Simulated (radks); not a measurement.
Species: the tantalum ion Ta4+. Configuration: [Xe] 4f14 6d1 (not the ground configuration).

Calculated with a radial shooting solver on a logarithmic mesh with Libxc functionals: scalar-relativistic Kohn-Sham, r2SCAN, spin-polarised, spherical densities, finite nucleus; open shells are filled with parallel spins first (spin-orbit coupling, left out, can overturn this in heavy ions); meta-GGA in the generalised Kohn-Sham scheme; Fermi nuclear charge, rms radius 5.3507 fm.

Energy parts (hartree):
total: -15600.0955
kinetic: 17136.0922
electron-nucleus: -38399.5564
Hartree: 5977.5049
exchange-correlation: -314.1362

Orbitals (lengths in bohr, moments of r in powers of bohr; r(max) is where P^2 peaks):
orbital  occ.  eigenvalue (hartree)   r(max)   <1/r>
1s up       1             -2480.122  0.01168   85.40
1s down     1             -2480.122  0.01168   85.40
2s up       1             -428.5762  0.06683   19.97
2s down     1             -428.5755  0.06683   19.97
2p up       3             -375.7311  0.05477   18.15
2p down     3             -375.7305  0.05477   18.15
3s up       1             -99.94184   0.1885   7.404
3s down     1             -99.94181   0.1885   7.404
3p up       3             -84.14783   0.1864   6.845
3p down     3             -84.14773   0.1864   6.845
3d up       5             -65.68500   0.1521   6.462
3d down     5             -65.68459   0.1521   6.462
4s up       1             -22.03233   0.4290   3.129
4s down     1             -22.03179   0.4290   3.129
4p up       3             -16.82941   0.4495   2.849
4p down     3             -16.82894   0.4495   2.848
4d up       5             -10.13374   0.4617   2.529
4d down     5             -10.13313   0.4617   2.529
4f up       7              -2.74072   0.4425   2.012
4f down     7              -2.73931   0.4425   2.013
5s up       1              -4.54931   0.9865   1.224
5s down     1              -4.54550   0.9863   1.224
5p up       3              -3.24885    1.111   1.050
5p down     3              -3.24526    1.111   1.049
5d up       0              -1.69102    1.405  0.7735
5d down     0              -1.68169    1.403  0.7797
6s up       0              -1.43678    2.348  0.5069
6s down     0              -1.39865    2.297  0.5258
6d up       1              -0.78303    3.704  0.3320

The highest occupied level is 6d up at -21.307 eV. The configuration is held as typed, so some empty levels lie below it. Spin moment in Bohr magnetons: 1. The spin density at the nucleus is 0.1607 e/bohr^3 (1s -0.0087, 2s -0.1393, 3s 0.0658, 4s 0.2516, 5s -0.0086). The density falls to 0.001 e/bohr^3 at r = 4.61 bohr.
